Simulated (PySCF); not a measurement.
AlF2, SMILES [F][Al][F], multiplicity 2. The structure is a stationary point at B3LYP-D3(BJ)/def2-TZVP. The multiplicity is an assumed one; other spin states were not compared. The isomer is the one that the SMILES or the coordinates give; other isomers of the formula were not compared.

Computed equilibrium geometry at B3LYP-D3(BJ)/def2-TZVP (PySCF confirms it by a frequency run) as Cartesian coordinates in Å, and its point group:
point group C2v.
```xyz
3

Al     0.0000     0.0000     0.4807
F      0.0000    -1.4308    -0.3472
F      0.0000     1.4308    -0.3472
```
Charge 0, spin multiplicity 2.
